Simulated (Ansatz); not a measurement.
The cluster Si2Mo2. Total charge 0; quintet. Geometry PBE0-D4/def2-SVP; atoms count from 1.

Cartesian coordinates in Å:
```
Mo 1.2188 -0.7913 -0.2486
Mo 0.1712 -0.0269 1.4640
Si -1.3068 -0.5502 -0.5537
Si -0.0832 1.3684 -0.6616
```

In the def2 sets Mo takes a core potential; there is no spin–orbit coupling. At PBE0-D4/def2-TZVP a singlet of charge 0 lies 1.17 eV below the quintet, each at its own geometry. The structure comes from a short search, and lower isomers may exist.

Estimate the Mulliken populations from the PBE0/def2-TZVP orbitals of Ansatz.


```
atom  charge (e)  spin (α − β)  d electrons
 Mo1        0.21          1.67         4.84
 Mo2        0.21          1.67         4.84
 Si3       -0.21          0.33            –
 Si4       -0.21          0.33            –
```
Mulliken values depend strongly on the basis.

Where does the spin sit?

Summed by element: Mo 3.35, Si 0.65, of 4 unpaired in all. Largest on single atoms: Mo1 1.67, Mo2 1.67, Si3 0.33.

And the Mayer bond orders between heavy atoms (over 0.3)?

Mo1–Mo2 2.86 (2.15 Å); Mo1–Si3 0.95 (2.56 Å); Mo1–Si4 0.95 (2.56 Å); Mo2–Si3 0.95 (2.56 Å); Mo2–Si4 0.95 (2.56 Å); Si3–Si4 1.24 (2.28 Å).
